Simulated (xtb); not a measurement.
xtb input (GFN1-xTB):

```bash
xtb mol.xyz --gfn 1 --sp --chrg 0 --uhf 0
```
mol.xyz:
```
8

Si    -2.12757141    -0.04419921     0.03306321
Si     0.15965135    -0.20058441     0.49450411
Cl     1.00252976     1.68152035     0.37390363
Cl     1.04739383    -1.43433144    -0.90445564
H     -2.73459779    -1.39333050     0.10852280
H     -2.29432823     0.51180563    -1.32798614
H     -2.76686738     0.84782289     1.02801429
H      0.49797330    -0.74153869     1.82489055
```

End of the output:

```
         :::::::::::::::::::::::::::::::::::::::::::::::::::::
         ::                     SUMMARY                     ::
         :::::::::::::::::::::::::::::::::::::::::::::::::::::
         :: total energy             -14.505653703100 Eh    ::
         :: gradient norm              0.029996334616 Eh/a0 ::
         :: HOMO-LUMO gap              4.461159223733 eV    ::
         ::.................................................::
         :: SCC energy               -14.562869740804 Eh    ::
         :: -> electrostatic           0.006519156302 Eh    ::
         :: repulsion energy           0.060833566235 Eh    ::
         :: dispersion energy         -0.003617528531 Eh    ::
         :: halogen bond corr.         0.000000000000 Eh    ::
         :: add. restraining           0.000000000000 Eh    ::
         :: total charge              -0.000000000000 e     ::
         :::::::::::::::::::::::::::::::::::::::::::::::::::::

           -------------------------------------------------
          |                Property Printout                |
           -------------------------------------------------

    * Orbital Energies and Occupations

         #    Occupation            Energy/Eh            Energy/eV
      -------------------------------------------------------------
         1        2.0000           -0.9190743             -25.0093
         2        2.0000           -0.9173450             -24.9622
         3        2.0000           -0.6515134             -17.7286
         4        2.0000           -0.5958521             -16.2140
         5        2.0000           -0.5057590             -13.7624
         6        2.0000           -0.5030029             -13.6874
         7        2.0000           -0.4960709             -13.4988
         8        2.0000           -0.4878639             -13.2755
         9        2.0000           -0.4824857             -13.1291
        10        2.0000           -0.4808121             -13.0836
        11        2.0000           -0.4720391             -12.8448
        12        2.0000           -0.4715768             -12.8323
        13        2.0000           -0.4143534             -11.2751 (HOMO)
        14                         -0.2504088              -6.8140 (LUMO)
        15                         -0.2400475              -6.5320
        16                         -0.2002493              -5.4491
Note: The following floating-point exceptions are signalling: IEEE_DENORMAL
normal termination of xtb
        17                         -0.1828595              -4.9759
        18                         -0.1734107              -4.7187
        19                         -0.1319077              -3.5894
        20                         -0.0917688              -2.4972
        21                         -0.0916679              -2.4944
        22                         -0.0738991              -2.0109
        23                         -0.0722027              -1.9647
        24                         -0.0692936              -1.8856
       ...                                ...                  ...
        44                          1.4559929              39.6196
      -------------------------------------------------------------
                  HL-Gap            0.1639446 Eh            4.4612 eV
             Fermi-level           -0.3323811 Eh           -9.0446 eV

  Mulliken/CM5 charges         n(s)   n(p)   n(d)
     1Si    0.19609 -0.04791   1.347  2.033  0.424
     2Si    0.28542  0.11696   1.197  1.607  0.911
     3Cl   -0.10825 -0.06697   1.891  5.226 -0.009
     4Cl   -0.10825 -0.06697   1.891  5.226 -0.009
     5H    -0.06912  0.01251   1.069  0.000  0.000
     6H    -0.06533  0.01675   1.065  0.000  0.000
     7H    -0.06912  0.01251   1.069  0.000  0.000
     8H    -0.06145  0.02313   1.061  0.000  0.000

Wiberg/Mayer (AO) data.
largest (>0.10) Wiberg bond orders for each atom

 ---------------------------------------------------------------------------
     #   Z sym  total        # sym  WBO       # sym  WBO       # sym  WBO
 ---------------------------------------------------------------------------
     1  14 Si   3.896 --     2 Si   0.974     7 H    0.918     5 H    0.918
                             6 H    0.912
     2  14 Si   4.702 --     3 Cl   1.353     4 Cl   1.353     1 Si   0.974
                             8 H    0.906
     3  17 Cl   1.458 --     2 Si   1.353
     4  17 Cl   1.458 --     2 Si   1.353
     5   1 H    0.989 --     1 Si   0.918
     6   1 H    0.989 --     1 Si   0.912
     7   1 H    0.989 --     1 Si   0.918
     8   1 H    0.993 --     2 Si   0.906
 ---------------------------------------------------------------------------

Topologies differ in total number of bonds
Writing topology from bond orders to xtbtopo.mol

 dipole moment from electron density (au)
     X       Y       Z
  -0.4433  -0.1574   0.3681  total (Debye):    1.518

           -------------------------------------------------
          | TOTAL ENERGY              -14.505653703100 Eh   |
          | GRADIENT NORM               0.029996334616 Eh/α |
          | HOMO-LUMO GAP               4.461159223733 eV   |
           -------------------------------------------------

------------------------------------------------------------------------
------------------------------------------------------------------------
 total:
 SCF:
```
